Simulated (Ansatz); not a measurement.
**A family of molecules: the dipole moment**

One atom is swapped for its congeners: CdF2 `[F][Cd][F]`; CdClF `[F][Cd][Cl]`; CdBrF `[F][Cd][Br]`. All are singlets with charge 0.

Shapes, held fixed at every level: PBE0-D4/def2-TZVP. Programs: Ansatz 0.2.0. Values in D.

```
               level  CdF2  CdClF  CdBrF
   PBE-D4/def2-TZVPP  0.00   0.54   0.87
r2SCAN-D4/def2-TZVPP  0.00   0.50   0.82
 B3LYP-D4/def2-TZVPP  0.00   0.62   0.95
  wB97M-V/def2-TZVPP  0.00   0.51   0.79
```

At wB97M-V/def2-TZVPP the dipole moment rises at every step, from 0.00 to 0.79 D. Every level shows the same order. For atoms past krypton def2 sets carry core potentials with scalar relativity. Relativity is left out for Br unless named. Magnitudes only: a dipole under 1 D may point either way.
